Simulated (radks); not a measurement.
Values are calculated unless marked as measured or tabulated.
Q: In II, 48 electrons, occupied as [Kr] 4d10 5s2. Level of theory: Dirac Kohn-Sham, PBE, spin-unpolarised, spherical densities, finite nucleus; Fermi nuclear charge, rms radius 4.6087 fm (a radial shooting solver on a logarithmic mesh with Libxc functionals). Some entries of the table are withheld. Estimate them.

orbital  occ.  eigenvalue (eV)  <r> (bohr)  <r^2> (bohr^2)
1s1/2       2        -27742.67     0.02971        0.001195
2s1/2       2        -4159.096         (1)             (2)
2p1/2       2        -3879.148      0.1085         0.01446
2p3/2       4        -3668.272      0.1137         0.01577
3s1/2       2        -795.3149      0.3483          0.1389
3p1/2       2        -682.3286         (3)             (4)
3p3/2       4        -644.2387         (5)             (6)
3d3/2       4        -444.4120      0.3223          0.1235
3d5/2       6        -436.6084      0.3258          0.1261
4s1/2       2        -127.0353      0.8482          0.8148
4p1/2       2         -90.1487         (7)          0.9298
4p3/2       4         -83.5026         (8)          0.9938
4d3/2       4         -26.5859       1.169           1.637
4d5/2       6         -25.7239       1.185           1.685
5s1/2       2              (9)       2.483           7.008

A: 
(1) 2s1/2 <r> (bohr): 0.1281
(2) 2s1/2 <r^2> (bohr^2): 0.01941
(3) 3p1/2 <r> (bohr): 0.3394
(4) 3p1/2 <r^2> (bohr^2): 0.1339
(5) 3p3/2 <r> (bohr): 0.3505
(6) 3p3/2 <r^2> (bohr^2): 0.1426
(7) 4p1/2 <r> (bohr): 0.9014
(8) 4p3/2 <r> (bohr): 0.9317
(9) 5s1/2 eigenvalue (eV): -14.9227
